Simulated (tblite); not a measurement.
Compound: C5H9O2 (doublet state).
Z-matrix (Å and degrees, GFN2-xTB geometry), rows numbered from 1:
```
C 
O   1  1.4041
C   2  1.4037  1  115.70
C   3  1.5245  2  107.70  1  -170.43
O   4  1.4038  3  111.25  2   -67.33
C   3  1.4638  2  123.07  1   -22.75
C   6  1.4666  3   63.03  2   108.18
H   1  1.0969  2  110.16  3    42.72
H   1  1.0957  2  111.78  3   -78.42
H   1  1.0887  2  106.47  3   162.46
H   4  1.0915  3  110.30  2   174.83
H   4  1.0996  3  108.76  2    55.09
H   5  0.9648  4  107.51  3    53.10
H   6  1.0708  3  129.46  7   119.41
H   7  1.0815  3  115.87  6   109.48
H   7  1.0848  3  120.50  6  -109.07
```

All values are computed: GFN2-xTB (tblite) harmonic vibrations without scaling, gas phase. The method is semi-empirical: single wavenumbers can be off by several per cent or more. One conformer, not necessarily the lowest. Open shells enter through the occupations alone, without spin polarisation, and single modes of such species can be off by tens of per cent.

Harmonic wavenumbers (cm⁻¹): 51.6, 101.3, 184.6, 218.0, 250.4, 309.8, 349.9, 421.8, 444.9, 602.0, 616.7, 718.3, 837.5, 874.0, 890.0, 961.7, 1013.6, 1037.4, 1058.4, 1083.2, 1117.8, 1132.9, 1141.3, 1173.3, 1197.7, 1292.6, 1336.6, 1370.8, 1392.8, 1442.5, 1457.4, 1458.7, 1485.9, 2881.4, 2904.0, 2924.9, 2993.5, 3008.2, 3020.2, 3053.2, 3135.2, 3533.7.

A = 3848, B = 2286, C = 1736 MHz; mass 101.060 u (most abundant isotopes); point group C1, symmetry number 1; spin multiplicity 2.

Q: Zero-point energy?

A: Half the sum of the wavenumbers: 28240 cm⁻¹ = 80.74 kcal/mol.

Q: Give the ideal-gas entropy at 350 K and 1 bar in the rigid-rotor, harmonic-oscillator model (classical rotation).

A: Translation 40.57, rotation 27.92, vibration 24.98, spin (R ln 2) 1.38: S = 94.9 cal/(mol K).

Q: And Cp and H(350 K) − H(0)?

A: Cp = 35.99 cal/(mol K), of which vibrations give 28.04 (their classical limit is 42 R = 83.5); H(350 K) − H(0) = 7.52 kcal/mol without the zero-point energy, 4.74 from vibrations.

Q: How do the functions run with temperature in this model?

A: 
```tsv
T (K)	S (cal/(mol K))	Cp (cal/(mol K))	H − H(0) (kcal/mol)	G − H(0) (kcal/mol)	ln q(vib)
150	72.4	19.5	2.01	-8.86	1.96
250	84.3	27.5	4.35	-16.71	3.83
298.15	89.4	31.6	5.77	-20.90	4.75
400	99.9	40.0	9.43	-30.54	6.73
600	118.8	53.2	18.83	-52.46	10.68
900	142.9	65.5	36.79	-91.84	16.41
```

q(vib) and H(0) count from the zero-point level.

Q: Which modes carry the vibrational entropy at 350 K?

A: 51.6 cm⁻¹: 5.07; 101.3 cm⁻¹: 3.74; 184.6 cm⁻¹: 2.58; 218.0 cm⁻¹: 2.27; 250.4 cm⁻¹: 2.02; 309.8 cm⁻¹: 1.64 cal/(mol K); the other 36 give 7.66 together.

Q: What must be added to the electronic energy to get the Gibbs energy at 350 K and 1 bar?

A: ZPE + [H(350 K) − H(0)] − T·S = 80.74 + 7.52 − 33.20 = 55.06 kcal/mol.

Q: Blend soft modes into free rotors: weight 1/[1 + (100 cm⁻¹/ν̃)⁴] for the oscillator and the rest for a rotor with moment μB/(μ + B), μ = h/(8π²ν), B = 10⁻⁴⁴ kg m². What vibrational entropy results?

A: 23.31 cal/(mol K) in place of 24.98, which changes −T·S at 350 K by +0.59 kcal/mol.

Hindered rotation and anharmonicity are outside this model. Other conformers, if any are populated, would add a mixing term that is left out. The structure is chiral; the term R ln 2 for an equal mix with its mirror image is left out.

Hardware: one thread of an Arm Neoverse V1, shared host. Cost: 0.44 s of wall time. The figure is for the frequency step alone.
